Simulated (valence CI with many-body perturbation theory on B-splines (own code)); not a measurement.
# Forbidden lines of W⁴¹⁺

Computed by valence CI with perturbative core correlation (CI+MBPT): five valence electrons over a frozen Dirac-Fock core [Ar] 3d10, radial functions for each j: 9 s, 9 p, 8 d, 6 f, 3 g, 1 h, with the one-electron correlation potential Σ1 (screened to all orders), the two-electron term Σ2, the three-electron term Σ3, Breit, model QED; selected single and double excitations, second order for the rest (own B-spline code, finite nucleus).

The last digits are not significant, and no measured levels were compared; by estimate large intervals hold to a few tenths of a per cent, small ones and those within an open d or f shell to about a per cent. Among the levels kept, up to 270 cm⁻¹ of a level comes from second order outside the variational space, and about a tenth of that is noise between levels of different J, which matters for small intervals.

Lines 1 to 19 of 19 in falling wavelength, among levels below 376.61 eV, chosen from the decays that carry over 1 % of a level's rate. Wavelengths and rates use the calculated energies. Electric multipoles are in the length gauge, E1 and E2 with the static RPA response of the core. S is in atomic units (e²a₀⁴ for E2 and M2, e²a₀⁶ for E3), for M1 in squared Bohr magnetons. Weak lines are less certain than strong ones. Lines between different terms over intervals too small for the method are left out, as are lines whose strength nearly cancels.

Levels are named by their leading jj configuration (3d3/2^4 stands for four electrons in 3d with j = 3/2), which in mixed levels can hold well under half, so a name can repeat and another be missing. Letters in brackets count levels of one name in rising energy.

```tsv
λ vac (Å)	Upper	Lower	Type	A (s⁻¹)	S (a.u.)
597.4	(4s^2 4p1/2 4p3/2 4d5/2) J=9/2	(4s^2 4p1/2 4p3/2 4d3/2) J=7/2	M1	5.42e+04	4.28e+00
159.8	(4s^2 4p1/2 4p3/2 4d5/2) J=9/2	(4s 4p1/2^2 4p3/2^2) J=5/2	E2	1.82e+04	1.69e-02
157.3	(4s^2 4p3/2^2 4d5/2) J=9/2	(4s^2 4p1/2 4p3/2 4d5/2) J=7/2 [b]	M1	1.94e+06	2.80e+00
139.2	(4s^2 4p1/2 4p3/2^2) J=3/2	(4s^2 4p1/2^2 4p3/2) J=3/2	M1	7.08e+06	2.83e+00
137.7	(4s^2 4p3/2^3) J=3/2	(4s^2 4p1/2 4p3/2^2) J=1/2	M1	1.79e+06	6.91e-01
134.8	(4s^2 4p1/2 4p3/2 4d5/2) J=9/2	(4s^2 4p1/2^2 4d5/2) J=5/2	E2	7.66e+04	3.05e-02
134.8	(4s^2 4p3/2^2 4d5/2) J=9/2	(4s^2 4p1/2 4p3/2 4d5/2) J=9/2	M1	3.16e+06	2.87e+00
134.8	(4s^2 4p3/2^2 4d5/2) J=9/2	(4s^2 4p1/2 4p3/2 4d5/2) J=9/2	E2	1.29e+05	5.13e-02
131.1	(4s^2 4p1/2 4p3/2^2) J=5/2	(4s^2 4p1/2^2 4p3/2) J=3/2	M1	1.24e+06	6.24e-01
131.1	(4s^2 4p1/2 4p3/2^2) J=5/2	(4s^2 4p1/2^2 4p3/2) J=3/2	E2	2.42e+05	5.04e-02
127.9	(4s^2 4p3/2^3) J=3/2	(4s^2 4p1/2 4p3/2^2) J=5/2	M1	2.16e+06	6.70e-01
127.9	(4s^2 4p3/2^3) J=3/2	(4s^2 4p1/2 4p3/2^2) J=5/2	E2	4.58e+05	5.60e-02
126.5	(4s^2 4p3/2^2 4d5/2) J=9/2	(4s^2 4p1/2 4p3/2 4d5/2) J=7/2 [a]	M1	2.60e+06	1.95e+00
126.5	(4s^2 4p3/2^2 4d5/2) J=9/2	(4s^2 4p1/2 4p3/2 4d5/2) J=7/2 [a]	E2	1.21e+05	3.50e-02
122.3	(4s^2 4p1/2 4p3/2^2) J=1/2	(4s^2 4p1/2^2 4p3/2) J=3/2	M1	4.53e+06	6.13e-01
122.3	(4s^2 4p1/2 4p3/2^2) J=1/2	(4s^2 4p1/2^2 4p3/2) J=3/2	E2	2.41e+05	1.18e-02
121.1	(4s^2 4p3/2^3) J=3/2	(4s^2 4p1/2 4p3/2^2) J=3/2	M1	9.12e+06	2.40e+00
110.0	(4s^2 4p3/2^2 4d5/2) J=9/2	(4s^2 4p1/2 4p3/2 4d3/2) J=7/2	M1	1.17e+05	5.79e-02
71.21	(4s^2 4p1/2 4p3/2 4d5/2) J=9/2	(4s^2 4p1/2 4p3/2^2) J=5/2	M2	6.64e+03	1.09e-04
```
